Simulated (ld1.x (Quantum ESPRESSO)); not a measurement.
**Te (Z = 52): one change to an RRKJ potential, before and after**

ld1.x (Quantum ESPRESSO) 7.5 input, shortened:

```
&input
   title='Te', zed=52., rel=2, dft='PBESOL', iswitch=3,
   config='[Kr] 4d10 5s1.5 5p4.5 5d-2', rel_dist='average'
 /
 &inputp
   pseudotype=2, tm=.false., lloc=0,
   nlcc=.true., rcore=1.25
 /
3
5P  2  1   4.50   0.00  1.75  1.75  0.0
5D  3  2  -2.00  -0.15  1.90  1.90  0.0
5S  1  0   1.50   0.00  1.35  1.35  0.0
 &test
   configts(1)='5s1.5 5p4.5'
 /
```

Open shells are filled in proportion to 2j + 1 (rel_dist='average').

Change: reference 5s2 5p4.

Cutoffs: the cutoffs (Ry, on a coarse ladder) from which the occupation-weighted sum of valence levels, in a spherical-Bessel basis at the reference potential, stays within 10 and 1 mRy of its value at 400 Ry; they do not see the model core or the augmentation charge, which bear on the density cutoff. Errors are all-electron minus pseudo energies relative to the spin-unpolarised reference configuration.

Task: What does the change do?

Result: The potential gets harder (50 Ry and 180 Ry → 70 Ry and 200 Ry); both files keep a bound ghost (d, p).

| quantity | base | changed |
| --- | --- | --- |
| cutoff, loose | 50 Ry | 70 Ry |
| cutoff, tight | 180 Ry | 200 Ry |
| bound ghosts | p3/2, p1/2, d3/2, d5/2 | p3/2, p1/2, d3/2, d5/2 |
| largest error over its own tests, meV | -124 | -95 |
| s: phases at 2.05 bohr within 0.05 rad from the reference energy up to (Ry; the scan ends near 5) | 0.2 | 0.2 |
| p1/2: phases at 2.05 bohr within 0.05 rad from the reference energy up to (Ry; the scan ends near 5) | to the end of the scan | to the end of the scan |
| p3/2: phases at 2.05 bohr within 0.05 rad from the reference energy up to (Ry; the scan ends near 5) | to the end of the scan | to the end of the scan |
| d3/2: phases at 2.05 bohr within 0.05 rad from the reference energy up to (Ry; the scan ends near 5) | 1.1 | 1.1 |
| d5/2: phases at 2.05 bohr within 0.05 rad from the reference energy up to (Ry; the scan ends near 5) | 1.1 | 1.1 |

 A true bound ghost makes a file unfit for plane-wave use even where its test errors are small: the radial tests pick states by their node count and pass the ghost by.
